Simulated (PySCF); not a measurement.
H$_{2}$F$_{2}$GeO$_{2}$, singlet, at a GFN2-xTB geometry, with bond 7-3 at 1.4 times its length; CASSCF(8,8)/6-31G (PySCF).

PySCF was given this input:
```python
from pyscf import gto, scf, mcscf
import numpy

mol = gto.Mole()
mol.atom = '''
    O    -0.641105    1.546265   -0.320872
    Ge    0.022840    0.038323   -0.000841
    O     1.670887    0.181634    0.282939
    F    -0.292696   -1.061950   -1.279305
    F    -0.769685   -0.720649    1.318438
    H    -1.580830    1.604800   -0.501111
    H     2.374043   -0.927976    0.557835
'''
mol.basis = '6-31g'
mol.charge = 0
mol.spin = 0
mol.verbose = 4
mol.build()

mf = scf.RHF(mol)
mf.kernel()
mc = mcscf.CASSCF(mf, 8, 8)
mc.fix_spin_(ss=0.0)
mc.kernel()
occ = numpy.linalg.eigvalsh(mc.fcisolver.make_rdm1(mc.ci, mc.ncas, mc.nelecas))[::-1]
ss = mc.fcisolver.spin_square(mc.ci, mc.ncas, mc.nelecas)[0]
print('natural occupations', occ.round(4), ' <S^2>', round(ss, 4))
```

The log (banner, timings and long lists left out):

```
PySCF version 2.14.0

[INPUT] verbose = 4
[INPUT] num. atoms = 7
[INPUT] num. electrons = 68
[INPUT] charge = 0
[INPUT] spin (= nelec alpha-beta = 2S) = 0
[INPUT] symmetry False subgroup None
[INPUT] Mole.unit = angstrom
[INPUT] Symbol           X                Y                Z      unit          X                Y                Z       unit  Magmom
[...]
nuclear repulsion = 451.705027078952
number of shells = 35
number of NR pGTOs = 186
number of NR cGTOs = 67
basis = 6-31g
ecp = {}

******** <class 'pyscf.scf.hf.RHF'> ********
method = RHF
initial guess = minao
damping factor = 0
level_shift factor = 0
DIIS = <class 'pyscf.scf.diis.CDIIS'>
diis_start_cycle = 1
diis_space = 8
diis_damp = 0
SCF conv_tol = 1e-09
SCF conv_tol_grad = None
SCF max_cycles = 50
direct_scf = True
direct_scf_tol = 1e-13
Set gradient conv threshold to 3.16228e-05
Initial guess from minao.
init E= -2424.26596810544
[...]
cycle= 1 E= -2424.60688931353  delta_E= -0.341  |g|= 0.812  |ddm|= 2.68
[...]
cycle= 2 E= -2424.69722186535  delta_E= -0.0903  |g|= 0.518  |ddm|= 0.96
[...]
cycle= 3 E= -2424.74051320548  delta_E= -0.0433  |g|= 0.0478  |ddm|= 0.314
[...]
cycle= 4 E= -2424.74141043893  delta_E= -0.000897  |g|= 0.026  |ddm|= 0.0633
[...]
cycle= 5 E= -2424.74159053596  delta_E= -0.00018  |g|= 0.00715  |ddm|= 0.0243
[...]
cycle= 6 E= -2424.7416217556  delta_E= -3.12e-05  |g|= 0.00243  |ddm|= 0.0126
[...]
cycle= 7 E= -2424.74162387334  delta_E= -2.12e-06  |g|= 0.000562  |ddm|= 0.00331
[...]
cycle= 8 E= -2424.74162402165  delta_E= -1.48e-07  |g|= 0.0001  |ddm|= 0.00106
[...]
cycle= 9 E= -2424.74162402936  delta_E= -7.71e-09  |g|= 2.39e-05  |ddm|= 0.000264
[...]
cycle= 10 E= -2424.74162402982  delta_E= -4.65e-10  |g|= 4.17e-06  |ddm|= 6.32e-05
[...]
Extra cycle  E= -2424.74162402982  delta_E= 9.09e-13  |g|= 2.06e-06  |ddm|= 7.02e-06
converged SCF energy = -2424.74162402982

******** <class 'pyscf.mcscf.mc1step.CASSCF'> ********
CAS (4e+4e, 8o), ncore = 30, nvir = 29
max_cycle_macro = 50
max_cycle_micro = 4
conv_tol = 1e-07
conv_tol_grad = None
orbital rotation max_stepsize = 0.02
orbital rotation threshold for CI restart = 0.01
augmented hessian ah_max_cycle = 30
augmented hessian ah_conv_tol = 1e-12
augmented hessian ah_linear dependence = 1e-14
augmented hessian ah_level shift = 1e-08
augmented hessian ah_start_tol = 2.5
augmented hessian ah_start_cycle = 3
augmented hessian ah_grad_trust_region = 3
kf_trust_region = 3
kf_interval = 4
ci_response_space = 4
ci_grad_trust_region = 3
[...]
CASCI E = -2424.74650653603  S^2 = 0.0000000
[...]
               |grad[o]|=0.00171  |grad[c]|=0.0129  |ddm|=0.00644  |maxRot[o]|=0.00247
macro iter  41 ( 21 JK    4 micro), CASSCF E = -2424.85075387081  dE = -1.23350901e-06  S^2 = 0.0000000
               |grad[o]|=0.00167  |grad[c]|=0.0129  |ddm|=0.00643  |maxRot[o]|=0.00233
macro iter  42 ( 21 JK    4 micro), CASSCF E = -2424.85075493654  dE = -1.06572861e-06  S^2 = 0.0000000
               |grad[o]|=0.00164  |grad[c]|=0.0129  |ddm|=0.00643  |maxRot[o]|=0.0022
macro iter  43 ( 21 JK    4 micro), CASSCF E = -2424.85075585297  dE = -9.16431418e-07  S^2 = 0.0000000
               |grad[o]|=0.00161  |grad[c]|=0.0129  |ddm|=0.00642  |maxRot[o]|=0.00207
macro iter  44 ( 21 JK    4 micro), CASSCF E = -2424.85075663658  dE = -7.83608357e-07  S^2 = 0.0000000
               |grad[o]|=0.00158  |grad[c]|=0.0129  |ddm|=0.00642  |maxRot[o]|=0.00195
macro iter  45 ( 21 JK    4 micro), CASSCF E = -2424.85075730406  dE = -6.67479981e-07  S^2 = 0.0000000
               |grad[o]|=0.00156  |grad[c]|=0.0129  |ddm|=0.00641  |maxRot[o]|=0.00184
macro iter  46 ( 21 JK    4 micro), CASSCF E = -2424.85075786746  dE = -5.63403319e-07  S^2 = 0.0000000
               |grad[o]|=0.00153  |grad[c]|=0.0128  |ddm|=0.00641  |maxRot[o]|=0.00173
macro iter  47 ( 21 JK    4 micro), CASSCF E = -2424.85075834187  dE = -4.74404260e-07  S^2 = 0.0000000
               |grad[o]|=0.00151  |grad[c]|=0.0128  |ddm|=0.0064  |maxRot[o]|=0.00163
macro iter  48 ( 21 JK    4 micro), CASSCF E = -2424.85075873501  dE = -3.93140908e-07  S^2 = 0.0000000
               |grad[o]|=0.00149  |grad[c]|=0.0128  |ddm|=0.0064  |maxRot[o]|=0.00153
macro iter  49 ( 21 JK    4 micro), CASSCF E = -2424.85075906060  dE = -3.25593646e-07  S^2 = 0.0000000
               |grad[o]|=0.00147  |grad[c]|=0.0128  |ddm|=0.00639  |maxRot[o]|=0.00144
macro iter  50 ( 21 JK    4 micro), CASSCF E = -2424.85075932409  dE = -2.63486072e-07  S^2 = 0.0000000
               |grad[o]|=0.00146  |grad[c]|=0.0128  |ddm|=0.00639  |maxRot[o]|=0.00135
1-step CASSCF not converged,  50 macro (1048 JK 200 micro) steps
CASSCF canonicalization
Density matrix diagonal elements [1.9774074  1.98248865 1.93627453 1.98133399 0.05926914 0.02731429
 0.01634817 0.01956384]
CASSCF energy = -2424.85075932409
CASCI E = -2424.85075932409  E(CI) = -15.6183140080557  S^2 = 0.0000000
natural occupations [1.9834 1.9814 1.9775 1.938  0.0624 0.0231 0.0205 0.0137]  <S^2> 0.0
```

The run did not converge; its last values are not results.
